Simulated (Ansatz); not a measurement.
Level of theory: frozen-core CCSD(T)/cc-pVTZ // B3LYP-D3(BJ)/def2-TZVP run with Ansatz (an electronic-structure program).

Ansatz 0.2 input:
```yaml
crystal:
  periodic: [false, false, false]
  atoms:
    - { symbol: Si, position_ang: [2.083532, 0.461681, 0.091165] }
    - { symbol: C, position_ang: [0.286382, 0.009995, 0.085638] }
    - { symbol: C, position_ang: [-0.476626, -0.762507, 0.877355] }
    - { symbol: C, position_ang: [-1.761314, -0.532221, 0.11707] }
    - { symbol: C, position_ang: [-0.894163, 0.373325, -0.82051] }
    - { symbol: H, position_ang: [2.759409, -0.201188, 1.231642] }
    - { symbol: H, position_ang: [2.252446, 1.931188, 0.209883] }
    - { symbol: H, position_ang: [2.732369, 0.038445, -1.174529] }
    - { symbol: H, position_ang: [-0.250548, -1.350268, 1.759403] }
    - { symbol: H, position_ang: [-2.550405, -0.010475, 0.663202] }
    - { symbol: H, position_ang: [-2.194826, -1.412788, -0.362312] }
    - { symbol: H, position_ang: [-0.815181, 0.025654, -1.852198] }
    - { symbol: H, position_ang: [-1.171073, 1.429159, -0.825806] }
basis:
  gaussian: { orbitals: cc-pVTZ }
correlation:
  method: ccsd_t
```

Output:

```
Functional definition: HF
1507 factors; integrals over basis functions are off by at most 1.0e-3 eV
mean field evaluation 1: about -12106.9370 eV, gradient 3.4e1 eV
mean field evaluation 2: about -12107.2584 eV, gradient 3.4e1 eV
mean field evaluation 4: about -12110.7941 eV, gradient 4.5e0 eV
mean field evaluation 8: about -12110.8654 eV, gradient 1.4e-1 eV
mean field evaluation 16: about -12109.8251 eV, gradient 1.6e1 eV
mean field -12110.86548009 eV, -445.0660973540 hartree, gradient 1.3e-6 eV, S^2 0.000000; 0 other end points of the search recorded, 0 dependent functions left out
9 core orbitals not correlated
reference -12110.86548009 eV, -445.0660973540 hartree; 14, 14 occupied and 243, 243 virtual orbitals, 1507 factors
second order -21.29428349 eV of doubles, -0.00000000 eV of singles
cycle   1  -21.93525796 eV  change   -6.4e-1 eV  update   1.0e-1
cycle   2  -22.55981313 eV  change   -6.2e-1 eV  update   3.1e-2
cycle   3  -22.65669954 eV  change   -9.7e-2 eV  update   1.3e-2
cycle   4  -22.65167549 eV  change    5.0e-3 eV  update   3.6e-3
cycle   5  -22.65308127 eV  change   -1.4e-3 eV  update   1.4e-3
cycle   6  -22.65310843 eV  change   -2.7e-5 eV  update   3.4e-4
cycle   7  -22.65297505 eV  change    1.3e-4 eV  update   1.1e-4
cycle   8  -22.65298458 eV  change   -9.5e-6 eV  update   4.0e-5
cycle   9  -22.65298564 eV  change   -1.1e-6 eV  update   1.5e-5
perturbative correction -1.01982598 eV, -0.0374779136 hartree
Total energy: -12134.53829172 eV, -445.9360571353 hartree
```

Cost: roughly 14 core-minutes.
